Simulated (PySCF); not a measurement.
**Ge(OH)₂ at several levels of theory**

All levels use the PBE0 minimum (singlet; Ge–O 1.790 Å (×2), O–H 0.965 Å (×2); Ge–O–H 119.0° (×2), O–Ge–O 101.5°), basis [Ge def2-SVP, O def2-SVP, H def2-SVP], no relativity, density fitting, no spin–orbit coupling, PySCF. For vertical energies the ionised species is a doublet (spins chosen at PBE0 and kept) and the electron-attached one a doublet. Atomisation goes to high-spin ground-configuration atoms, without zero-point energy. Open shells are unrestricted, also as the reference of the correlated levels. A dash marks a value that was not computed or is not defined at that level.

```xyz
5
charge 0 multiplicity 1, angstrom
Ge    0.0000    0.0000   -0.3746
O     1.3713   -0.2000    0.7586
O    -1.3713    0.2000    0.7586
H     1.2004   -0.1751    1.7080
H    -1.2004    0.1751    1.7080
```

```json
{"level": "PBE0", "atomisation (kJ/mol)": "1707", "vertical IP (eV)": "10.36", "vertical EA (eV)": "-0.82", "−ε(HOMO) (eV)": "7.80", "gap (eV)": "6.45", "dipole (D)": "1.88"}
{"level": "HF", "atomisation (kJ/mol)": "1093", "vertical IP (eV)": "9.51", "vertical EA (eV)": "-1.08", "−ε(HOMO) (eV)": "10.37", "gap (eV)": "12.02", "dipole (D)": "1.77"}
{"level": "MP2", "atomisation (kJ/mol)": "–", "vertical IP (eV)": "10.03", "vertical EA (eV)": "-1.19", "−ε(HOMO) (eV)": "–", "gap (eV)": "–", "dipole (D)": "–"}
{"level": "PBE", "atomisation (kJ/mol)": "1792", "vertical IP (eV)": "10.22", "vertical EA (eV)": "-1.03", "−ε(HOMO) (eV)": "6.61", "gap (eV)": "4.54", "dipole (D)": "1.98"}
{"level": "B3LYP", "atomisation (kJ/mol)": "1725", "vertical IP (eV)": "10.47", "vertical EA (eV)": "-0.91", "−ε(HOMO) (eV)": "7.61", "gap (eV)": "6.07", "dipole (D)": "1.82"}
{"level": "r2SCAN", "atomisation (kJ/mol)": "–", "vertical IP (eV)": "10.30", "vertical EA (eV)": "-0.82", "−ε(HOMO) (eV)": "6.95", "gap (eV)": "4.90", "dipole (D)": "2.00"}
{"level": "TPSSh", "atomisation (kJ/mol)": "1704", "vertical IP (eV)": "10.26", "vertical EA (eV)": "-0.89", "−ε(HOMO) (eV)": "7.18", "gap (eV)": "5.43", "dipole (D)": "1.94"}
{"level": "M06-L", "atomisation (kJ/mol)": "–", "vertical IP (eV)": "10.33", "vertical EA (eV)": "-1.09", "−ε(HOMO) (eV)": "6.75", "gap (eV)": "4.91", "dipole (D)": "1.75"}
{"level": "BHandHLYP", "atomisation (kJ/mol)": "1618", "vertical IP (eV)": "10.44", "vertical EA (eV)": "-0.84", "−ε(HOMO) (eV)": "8.87", "gap (eV)": "8.34", "dipole (D)": "1.73"}
```

Without diffuse functions attachment energies tend to come out too low.
